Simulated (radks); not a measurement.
Results of a calculation; reference values are marked as such.
Ionisation of the thallium ion Tl+, [Hg], to Tl2+, [Xe] 4f14 5d10 6s1, under several functionals. Scalar-relativistic Kohn-Sham, spin-unpolarised, spherical densities, finite nucleus; a radial shooting solver on a logarithmic mesh with Libxc functionals.

\begin{tabular}{lrrrrrr}
functional & E(Tl+) (hartree) & Exc (hartree) & IE (eV) & -e(HOMO) (eV) & <r> HOMO (bohr) & IE error (eV) \\ \hline
revPBE & -20240.9099 & -378.4894 & 20.640 & 16.189 & 2.388 & +0.212 \\
exchange-only r2SCAN & -20237.8990 & -373.7134 & 19.674 & 15.429 & 2.406 & -0.755 \\
SCAN & -20243.5941 & -379.6253 & 21.117 & 16.814 & 2.373 & +0.689 \\
B86b exchange with PBE correlation & -20241.9133 & -379.4830 & 20.798 & 16.327 & 2.387 & +0.370 \\
PW91 & -20242.3672 & -379.9382 & 20.866 & 16.391 & 2.387 & +0.437 \\
exchange-only B88 & -20237.1669 & -374.6745 & 19.912 & 15.440 & 2.411 & -0.516 \\
exchange-only PBE & -20235.5857 & -373.0917 & 19.917 & 15.434 & 2.425 & -0.511 \\
\end{tabular}

NIST Atomic Spectra Database: 20.428 eV (measured). Closest: revPBE. The Delta-SCF values span 1.44 eV, the total energies 8.01 hartree. The highest occupied level is 6s. Spin polarisation and multiplet splitting are left out, so open shells lie too high by an amount that depends on their filling.

Beside tabulated values, note that spin-unpolarised runs miss the spin-polarisation part of the exchange energy of open shells, and scalar-relativistic runs lack spin-orbit coupling.
